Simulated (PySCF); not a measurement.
Correlation energy of Ga¹³⁺ (gallium, charge +13)

[Ar], closed-shell 1S. Calculation: PySCF 2.14, in an uncontracted even-tempered set (19 s from 0.93 bohr⁻², ratio 2.5; 12 p from 1.2 bohr⁻², ratio 2.5; 5 d from 7.8 bohr⁻², ratio 2.7; 4 f from 12 bohr⁻², ratio 2.7); scalar relativity by spin-free X2C-1e. Frozen: 1s2; 16 electrons correlated; the 22 highest virtual orbitals of each spin left out.

```json
{"level": "CCSD", "correlation energy (mhartree)": "-602.95"}
{"level": "(T)", "correlation energy (mhartree)": "-2.89"}
{"level": "CCSD(T)", "correlation energy (mhartree)": "-605.84"}
```

Diagnostics: T1 = 0.0012, D1 = 0.0027, largest double amplitude 0.024.

Cost of the coupled-cluster step: about 16 core-seconds, for 16 correlated electrons.

Iterations:

```
CC2 = 0
CCSD nocc = 8, nmo = 85
frozen orbitals [0, 86, 87, 88, 89, 90, 91, 92, 93, 94, 95, 96, 97, 98, 99, 100, 101, 102, 103, 104, 105, 106, 107]
max_cycle = 100
direct = 0
conv_tol = 1e-08
conv_tol_normt = 1e-06
diis_space = 8
diis_start_cycle = 0
Init t2, MP2 energy = -1868.37723289317  E_corr(MP2) -0.593014749336432
Init E_corr(CCSD) = -0.593014749336442
cycle = 1  E_corr(CCSD) = -0.60037599186145  dE = -0.00736124253  norm(t1,t2) = 0.00872582
cycle = 2  E_corr(CCSD) = -0.602598985100919  dE = -0.00222299324  norm(t1,t2) = 0.00178775
cycle = 3  E_corr(CCSD) = -0.602950835074158  dE = -0.000351849973  norm(t1,t2) = 0.000385652
cycle = 4  E_corr(CCSD) = -0.602952621592584  dE = -1.78651843e-06  norm(t1,t2) = 1.93669e-05
cycle = 5  E_corr(CCSD) = -0.602949955642253  dE = 2.66595033e-06  norm(t1,t2) = 1.61893e-06
cycle = 6  E_corr(CCSD) = -0.602949967007092  dE = -1.13648396e-08  norm(t1,t2) = 7.89189e-08
cycle = 7  E_corr(CCSD) = -0.602949968059984  dE = -1.05289133e-09  norm(t1,t2) = 5.67827e-09
CCSD converged
E(CCSD) = -1868.387168111895  E_corr = -0.6029499680599838
CCSD(T) correction = -0.00288694828717311
```

At this charge the one-electron X2C treatment keeps the bare 1/r₁₂, with no two-electron picture change or Breit term. The effect here is smaller than on the frozen 1s shell; and a scalar Hamiltonian misses the large spin-orbit splitting of the p shells, which matters for ns² → np² pairs.
